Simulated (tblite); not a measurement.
A tight-binding relaxation on `CNB(C)COC=O`.

Computed with GFN2-xTB geometry optimisation, gas phase (tblite 0.8.0). Start geometry: from a force field or distance geometry. A driver script takes a list of jobs; this job's settings line and coordinates (Å) are shown.

Command:
```bash
OMP_NUM_THREADS=1 python probes_run.py task.json out
```

Input:
```
{"job": {"kind": "relax", "xc": "GFN2-xTB", "basis": "xTB"}, "charge": 0, "multiplicity": 1}
C     -2.235900     0.923400     0.121300
N     -1.309400     0.095300     0.869800
B     -0.323900    -0.470500    -0.122400
C     -0.840900    -0.758900    -1.627700
C      1.228000    -0.584800     0.089100
O      1.796000     0.603000    -0.470500
C      3.180900     0.760200    -0.418700
O      3.936000    -0.108800     0.103500
H     -1.669000     1.524000    -0.618000
H     -2.983000     0.267700    -0.390900
H     -2.829200     1.564200     0.791200
H     -1.906400    -0.715900     1.235700
H     -0.444000    -0.022300    -2.315200
H     -1.915400    -0.929000    -1.675300
H     -0.330600    -1.735600    -1.850600
H      1.500700    -0.665800     1.142900
H      1.571300    -1.418300    -0.555600
H      3.566000     1.678500    -0.849900
```

Output:
```
step      E/eV     max force
  0    -704.67296    4.787
  1    -705.05327    5.497
  2    -705.25125    1.525
  3    -705.32167    0.778
  4    -705.42974    0.744
  5    -705.48040    0.746
  6    -705.56465    0.736
  7    -705.62371    0.712
  8    -705.71689    0.901
  9    -705.80941    0.950
... (203 lines left out)
213    -706.80020    0.074
214    -706.80066    0.053
215    -706.80135    0.075
216    -706.80171    0.036
217    -706.80202    0.045
218    -706.80219    0.040
219    -706.80232    0.031
220    -706.80242    0.019
221    -706.80250    0.011
222    -706.80252    0.009
```

«max force» is the largest atomic force in eV/Å.

Task: From which step on does the largest force stay under 0.1 eV/Å, and how much energy is left to gain from there?

Result: From step 180 (0.049 eV/Å), 8.5 meV above the end.

Summary of the converged run: energy lowered by 49.1 kcal/mol over 222 steps; largest atomic force 0.009 eV/Å at the end.

Task: Give the final coordinates.

Result: 1.239 Å rms from the input after alignment:
```
atom  x, y, z in Å
C1    -1.9863    1.2716   -0.2114
N2    -0.7030    0.6531    0.0302
B3    -0.2039   -0.5282   -0.4714
C4    -1.0371   -1.4740   -1.4361
C5     1.2813   -0.9691   -0.0503
O6     1.9506   -0.0379    0.8299
C7     2.5982    0.9554    0.2704
O8     2.7130    1.1864   -0.8998
H9    -1.8620    2.2376   -0.7079
H10   -2.5868    0.6269   -0.8469
H11   -2.5178    1.4349    0.7297
H12   -0.1271    1.2139    0.6443
H13   -1.3612   -0.9460   -2.3305
H14   -1.9364   -1.8455   -0.9482
H15   -0.4671   -2.3392   -1.7625
H16    1.2841   -1.9151    0.4953
H17    1.9027   -1.0960   -0.9429
H18    3.0498    1.5774    1.0667
```

On an AMD EPYC 9R45 with one thread, on a shared host, this took 0.75 s.
Labels such as C1 count atoms from 1, the log's own numbers from 0.
